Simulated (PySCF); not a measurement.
## Name the molecule from its bond curve

A diatomic of charge +1 contains Hg. Its singlet curve at PBEsol in a double-zeta basis (scalar-relativistic core potentials, PySCF), in eV from the separated fragments:

```csv
R (Å),E (eV)
1.666,-1.192
1.743,-1.888
1.821,-2.254
1.879,-2.376
1.937,-2.405
1.995,-2.365
2.073,-2.237
2.169,-2.001
2.286,-1.663
2.441,-1.194
```

The fit gives ωe = 575 cm⁻¹ and the rotational constant Bₑ = 0.2608 cm⁻¹.

**Question.** Which atom is the partner?

**Answer.** The minimum lies at 1.929 Å, so the reduced mass is 16.8576 u Å² cm⁻¹/(Bₑ·Re²) = 17.37 u. With Hg at 201.97 u the partner weighs about 19.0 u: F. The molecule is HgF⁺.

Spin–orbit coupling is left out.
